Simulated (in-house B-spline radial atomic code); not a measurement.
Response and correlation along the 30-electron series, closed shell [Ar] 3d10 4s2; the second-order energy is extrapolated in partial waves. Computed with an all-electron radial atomic-structure program (B-spline basis): relativistic RPA and second-order many-body perturbation theory on Dirac-Hartree-Fock.

```csv
ion,Z,dipole polarisability (bohr³),quadrupole polarisability (bohr⁵),ratio of RPA to uncoupled dipole,second order correlation energy (Eh),C6 of two such ions (Eh bohr⁶)
Pd16+,46,0.49048,0.15282,1.093,-1.7144,0.35976
Ag17+,47,0.429,0.1228,1.0915,-1.7187,0.29202
Cd18+,48,0.37711,0.09954,1.0902,-1.7231,0.2389
In19+,49,0.333,0.081318,1.0889,-1.7274,0.19684
Sn20+,50,0.29527,0.066908,1.0878,-1.7316,0.16324
Sb21+,51,0.2628,0.055412,1.0868,-1.7358,0.13618
Te22+,52,0.23472,0.046168,1.0858,-1.74,0.11423
```

Q: How fast does the dipole polarisability fall along the series?

A: From 0.4905 to 0.2347 bohr³; a fit of its logarithm against log Z from Z = 46 to 52 has slope -6.01.
